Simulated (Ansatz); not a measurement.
Input file for Ansatz (a program for electronic structure): U-CCSD(T)/def2-QZVPP on ClGa (SMILES [Cl][Ga]), 2S+1 = 3, a spin state set in the input, which need not be the lowest. Files ending in .json are basis or fitting sets from the Basis Set Exchange. The run froze 19 orbitals, filled d shells among them.

Ansatz 0.2 input:
```yaml
crystal:
  periodic: [false, false, false]
  atoms:
    - {symbol: Cl, position_ang: [-0.00000000, -0.00000000, -1.41868620]}
    - {symbol: Ga, position_ang: [0.00000000, 0.00000000, 0.77798920]}
basis:
  gaussian:
    orbitals: def2-QZVPP.json
magnetization: {spin_polarized: true, initial_magnetization: 2}
correlation: {method: ccsd_t, electrons: outside_noble_gas}
scf: {omitted_lower_state_checks: [cluster_reference]}
```

It printed:

```
WARN ansatz: RAYON_NUM_THREADS=2 ignored (pool sized by the plan → 2); use --threads N
Functional definition: HF
these checks for a lower state are left out or cut short: cluster_reference
integrals: 0.69 GiB planned
1020 factors; integrals over basis functions are off by at most 1.1e-3 eV
mean field: 0.94 GiB planned
mean field evaluation 1: about -64837.7696 eV, gradient 8.7e0 eV
mean field evaluation 2: about -64837.7710 eV, gradient 8.7e0 eV
mean field evaluation 4: about -64838.8531 eV, gradient 2.7e0 eV
mean field evaluation 8: about -64839.0235 eV, gradient 4.3e-1 eV
mean field evaluation 16: about -64838.3932 eV, gradient 5.4e0 eV
mean field evaluation 32: about -64839.0312 eV, gradient 3.5e-6 eV
mean field -64839.03118653 eV, -2382.7904466313 hartree, gradient 3.5e-6 eV, S^2 2.007145; 3 other end points of the search recorded, 0 dependent functions left out
19 core orbitals not correlated
reference -64839.03118653 eV, -2382.7904466313 hartree; 6, 4 occupied and 134, 136 virtual orbitals, 1020 factors
second order -6.53198478 eV of doubles, -0.00000000 eV of singles
coupled cluster: 1.35 GiB planned
cycle   1  -6.86468473 eV  change   -3.3e-1 eV  update   5.4e-2
cycle   2  -7.02516163 eV  change   -1.6e-1 eV  update   2.0e-2
cycle   3  -7.05738695 eV  change   -3.2e-2 eV  update   1.2e-2
cycle   4  -7.05208069 eV  change    5.3e-3 eV  update   5.0e-3
cycle   5  -7.05252474 eV  change   -4.4e-4 eV  update   2.1e-3
cycle   6  -7.05323038 eV  change   -7.1e-4 eV  update   8.3e-4
cycle   7  -7.05333901 eV  change   -1.1e-4 eV  update   3.1e-4
cycle   8  -7.05342101 eV  change   -8.2e-5 eV  update   1.2e-4
cycle   9  -7.05340977 eV  change    1.1e-5 eV  update   3.8e-5
cycle  10  -7.05339999 eV  change    9.8e-6 eV  update   1.3e-5
cycle  11  -7.05340634 eV  change   -6.3e-6 eV  update   5.1e-6
perturbative correction -0.34175236 eV, -0.0125591675 hartree
Total energy: -64846.42634523 eV, -2383.0622137007 hartree
Checks for a lower state left out: cluster_reference
```

The calculation finished and met its thresholds.

Cost: roughly 40 core-seconds.
